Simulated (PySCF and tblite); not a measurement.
The numbers below are computed, except where a source is named.
System: C5H9FOSi, numbered as in [CH2:1]=[CH:2]/[C:3]([CH3:4])=[CH:5]/[O:6][SiH2:7][F:8].

Motion: rotation about the C2–C3 bond (torsion C1–C2–C3–C4 from 0° to 165°, rising). GFN2-xTB gives an electronic barrier of 5.2 kcal/mol and a reaction energy of 1.5 kcal/mol.

PBE0/pcSseg-1 + D3(BJ), IEF-PCM chloroform on GFN2-xTB geometries gives 7.5 kcal/mol and k(298 K) = 7.9×10⁷ s⁻¹.

What does PBE0/6-311G** + D3(BJ) give on GFN2-xTB geometries?

A barrier of 7.2 kcal/mol, 0.3 below the first DFT barrier (from unrounded values), a reaction energy of 4.5 kcal/mol and, with GFN2-xTB thermal terms, ΔG‡(298 K) = 6.8 kcal/mol and k = 1.3×10⁸ s⁻¹ (2 equivalent paths).

Programs: tblite and PySCF.
